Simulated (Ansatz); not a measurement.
Consider the substitution at a C–B bond: `B[CH2][SnH3]` + CH₃SH → `CS[CH2][SnH3]` + BH₃.

Program: Ansatz. Geometries: PBE0-D4/def2-TZVP. ΔE: electronic, gas phase. CCSD(T)/CBS adds triple-zeta CCSD(T) − MP2 to the extrapolated MP2 energy (def2 sets, frozen cores). This one scheme is used for every species. Elements past krypton have def2 core potentials. For Sn outer-core shells are correlated without core-valence functions, which leaves a few kJ/mol of doubt a bond. One conformer a species, not always the lowest.

```tsv
level	ΔE (kJ/mol)
MP2/def2-QZVPP	85.1
MP2/CBS(def2)	84.6
```

Q: What does CCSD(T)/CBS give? (Best estimate.)

A: Ansatz gave: +87.3 kJ/mol. The listed levels differ from it by -2.2, -2.7 kJ/mol.

Largest T1 diagnostic among the species: 0.012.

In def2-TZVPP, CCSD(T) changes the Hartree–Fock value by +10.9 kJ/mol (the triples alone add +0.6 kJ/mol) and MP2 by +8.3 kJ/mol. The D4 term adds −5.1 kJ/mol with B3LYP and −3.0 kJ/mol with PBE0; it sums over pairs of atoms, weighted by their polarisabilities, and B3LYP, whose exchange is more repulsive, gets the larger term.

B3LYP here is the variant with VWN-RPA as its local correlation; programs differ in this.
